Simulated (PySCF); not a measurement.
Input of a run (PBE0-D3(BJ)/def2-SVP geometry optimisation, gas phase (PySCF 2.14.0)), started from a GFN2-xTB structure with every atom displaced at random (by about 0.01 Å):
```
{"job": {"xc": "PBE0", "basis": "def2-SVP", "d3": "d3bj", "grid": 1, "shake": 0.01, "kind": "geom"}, "charge": 0, "multiplicity": 1}
O      1.999280     0.418140     0.948020
C      1.990100    -0.078760    -0.130280
O      0.972450    -0.740510    -0.678210
Si    -0.501100    -0.901740    -0.035280
Cl    -1.496700    -1.788470    -1.539740
C     -1.245360     0.835430     0.352860
Cl    -1.108080     1.855830    -1.108620
H      2.878600    -0.062340    -0.813180
H     -0.468090    -1.704530     1.196830
H     -2.294360     0.808140     0.645250
H     -0.688610     1.332990     1.146680
```

Output (energies in Eh, forces in Eh/bohr):
```
step   0  E = -1437.83921259  max force = 0.044128
step   1  E = -1437.84585438  max force = 0.015140
step   2  E = -1437.84634758  max force = 0.009030
step   3  E = -1437.84540650  max force = 0.013314
step   4  E = -1437.84667588  max force = 0.003634
step   5  E = -1437.84675748  max force = 0.002032
step   6  E = -1437.84674538  max force = 0.002852
step   7  E = -1437.84677864  max force = 0.000866
step   8  E = -1437.84678581  max force = 0.000150
optimisation converged
```

**Question.** Summarise the run.

**Answer.** The energy falls by 19.9 kJ/mol over 9 energy and gradient evaluations, the largest force component goes from 0.0441 to 1.5e-04 Eh/bohr, and the atoms move by 0.086 Å rms after alignment. The bond that changes most is O3–Si4 (oxygen singly bound to a carbonyl carbon to chlorine-bound silicon), which lengthens by 0.092 Å. Bonds longer at the end by more than 0.005 Å: 6 of 10; shorter: 2. Among the angles that change most is C2–O3–Si4, from 125.6° to 119.1°. The energy rose by more than 1e-6 Eh at steps 3 and 6. The first step brought 88 % of the lowering.

**Question.** What are the final bond lengths?

**Answer.** O1=C2 1.200 Å, C2–O3 1.330 Å, O3–Si4 1.708 Å, Si4–Cl5 2.048 Å, Si4–C6 1.873 Å, C6–Cl7 1.785 Å, C2–H8 1.109 Å, Si4–H9 1.482 Å, C6–H10 1.100 Å, C6–H11 1.100 Å. Numbering counts from 1 in the input's order; the species is `O=CO[Si@H](Cl)CCl`.

The run used 130 basis functions and 64 SCF cycles in all.

Whether it is a minimum is left open (no frequencies). One conformer, not necessarily the lowest.

Shape of the structure used: `[O:1]=[CH:2][O:3][Si@H:4]([Cl:5])[CH2:6][Cl:7]`: O1–C2–O3–Si4 2°, C2–O3–Si4–Cl5 175°, O3–Si4–C6–Cl7 48°.
